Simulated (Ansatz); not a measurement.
C3H5B can be A, `BC1=CC1`, or B, `BC#CC`.

Computed with Ansatz on PBE0-D4/def2-TZVP structures; ΔE is electronic, products minus reactants. CCSD(T)/CBS adds triple-zeta CCSD(T) − MP2 to the extrapolated MP2 energy (def2 sets, frozen cores). DFT in def2-TZVPP. B3LYP here is the variant with VWN-RPA as its local correlation; programs differ in this.

A:

Z-matrix (Å, degrees):
```
C
C 1 1.638
B 1 1.934 2 48.2
C 1 1.498 2 48.1 3 180.0
H 1 1.087 2 119.6 3 78.3
H 1 1.087 2 119.5 3 -78.3
H 3 1.195 1 110.0 2 112.0
H 3 1.195 1 110.0 2 -112.0
H 4 1.073 1 140.8 2 -180.0
```

B:

```xyz
9

B    -1.446   -1.780   -0.254
C    -0.513   -0.625   -0.097
C     0.247    0.313    0.032
C     1.154    1.425    0.195
H    -2.449   -1.835    0.394
H    -1.193   -2.655   -1.029
H     1.768    1.269    1.087
H     0.608    2.361    0.333
H     1.824    1.529   -0.661
```

(1) Which is lower in electronic energy at CCSD(T)/CBS, and by how much? (Estimate.)

(2) Give E(B) − E(A) in kcal/mol with CCSD(T)/def2-SVP, MP2/def2-TZVPP, PBE0-D4, ωB97M-V, HF/def2-TZVPP, B3LYP, BLYP-D4. (Best estimate.)

(3) Does the order hold for the free energy at 298.15 K (harmonic terms from PBE0-D4)? (Estimate.)

Largest T1 diagnostic: 0.013.

## Answers

(1) Ansatz gave: B, by 22.8 kcal/mol.

(2) Computed: CCSD(T)/def2-SVP -23.0, MP2/def2-TZVPP -21.5, PBE0-D4 -19.0, ωB97M-V -21.3, HF/def2-TZVPP -35.7, B3LYP -27.4, BLYP-D4 -26.5. None reverses the order clearly.

(3) Ansatz gave: Yes: G(B) − G(A) = -25.7 kcal/mol. Modes under 60 cm⁻¹, often nearly free rotors, make the harmonic entropy too high.

The D4 term adds +1.0 kcal/mol with B3LYP and +0.5 kcal/mol with PBE0; it sums over pairs of atoms, weighted by their polarisabilities, and B3LYP, whose exchange is more repulsive, gets the larger term. In def2-TZVPP, CCSD(T) changes the Hartree–Fock value by +12.8 kcal/mol (the triples alone add +1.8 kcal/mol) and MP2 by +14.1 kcal/mol.
